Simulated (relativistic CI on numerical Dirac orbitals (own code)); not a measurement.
Method of calculation: Dirac-Coulomb-Breit CI, separate exchange-only KLI orbitals for each configuration, QED by a radiative potential, valence Slater integrals scaled by 0.85, P86 correlation energy added to each configuration (own radial code, finite nucleus).

Configurations in the expansion (outside the closed core [Kr]): 4d¹⁰, 4d⁹5s, 4d⁹5p, 4d⁸5s², 4d⁹6s, 4d⁹5d, 4d⁹6p, 4d⁹7s, 4d⁹4f, 4d⁸5s5p, 4d⁹6d, 4d⁹7p, 4d⁹5f, 4d⁹5g, 4d⁹7d, 4d⁹6f, 4d⁸5s6s. Levels of other configurations are missing.

For a near-neutral ion this model can misplace configurations by up to about 10,000 cm⁻¹ (more where the count of f electrons changes) and terms by 10 to 25 % of their spread. Rates follow the energies as ν³ (E1, M1) or ν⁵ (E2), so they and the lifetimes can be off by large factors. The fine structure of a lone outer electron comes out too small, for d and f at times inverted, and misplaced configurations move strength between like terms. 14 of the 16 excited levels that our extract of the measured tables holds in this range could be paired (the sources list more); they are missed by 1902 cm⁻¹ on average and 2845 at most, and levels without a partner can miss by more.

Outline of the computed level scheme of Ag II. Lowest level of each configuration: 4d¹⁰ ¹S0 at 0.0000 eV; 4d⁹5s ³D3 at 4.9693 eV; 4d⁹5p ³P°2 at 9.6560 eV; 4d⁸5s² ³F4 at 12.2944 eV; 4d⁹6s ³D3 at 14.3199 eV; 4d⁹5d ³S1 at 14.8775 eV; 4d⁸5s5p ⁵D°4 at 15.5356 eV.

Some strong electric-dipole decays among the lowest 45 levels: 4d⁹5p ¹P°1 → 4d¹⁰ ¹S0 (1.3e+09 s⁻¹); 4d⁹5d ³G5 → 4d⁹5p ³F°4 (6.2e+08 s⁻¹); 4d⁹5d ¹G4 → 4d⁹5p ¹F°3 (5.7e+08 s⁻¹); 4d⁹5d ³S1 → 4d⁹5p ³P°2 (5.2e+08 s⁻¹); 4d⁹5d ³G4 → 4d⁹5p ³F°3 (4.9e+08 s⁻¹); 4d⁹5d ³G3 → 4d⁹5p ¹D°2 (4.3e+08 s⁻¹); 4d⁹5d ³P2 → 4d⁹5p ³P°2 (4.3e+08 s⁻¹); 4d⁹5p ³F°4 → 4d⁹5s ³D3 (3.8e+08 s⁻¹).

Rates of lines that live on the mixing of spin multiplicities can be off by large factors.

LS names give the leading component of a level, which can be under half, so a name can repeat, a term be missing and a line seem to break the LS rules.
